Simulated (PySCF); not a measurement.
B3LYP has the VWN-RPA correlation part, as in Gaussian. Delta-SCF ions had no search for a lower state. Excitations are Tamm–Dancoff values on a coarser integration grid. The basis has no diffuse functions, so Rydberg states are missing or too high.

# C4H5BS2, SMILES `Bc1ccsc1S` (charge 0, multiplicity 1)

Computed with PySCF 2.14.0 with B3LYP-D3(BJ)/def2-TZVP // PBE0-D4/def2-SVP.

```
Quantity                                                                    Result
-------------------------------------------  -------------------------------------
HOMO                                                                      -6.22 eV
dipole moment                                                               0.91 D
HOMO–LUMO gap                                                              4.00 eV
LUMO                                                                      -2.21 eV
S1 excitation (TDA)                                                        3.61 eV
S1 oscillator strength                                                       0.089
brightest of the four lowest singlets (TDA)                                5.49 eV
T1 excitation (TDA)                                                        2.58 eV
S1–T1 gap (TDA)                                                            1.02 eV
vertical ionisation energy (Delta-SCF)                                     8.16 eV
total energy                                                          -976.7939 Ha
cost                                         about 6 core-minutes (a rough figure)
```

```xyz
12

B     -1.2339     1.3035     0.0540
C     -0.1267     0.2638     0.0082
C      1.2808     0.5757    -0.0164
C      2.0970    -0.5094    -0.0568
S      1.1844    -1.9801    -0.0670
C     -0.3080    -1.1270    -0.0164
S     -1.7765    -2.0654    -0.0032
H     -2.4058     0.9897     0.0734
H     -0.9616     2.4810     0.0723
H      1.6508     1.6021    -0.0034
H      3.1850    -0.5507    -0.0817
H     -2.5855    -0.9832     0.0370
```
Charge 0, spin multiplicity 1.
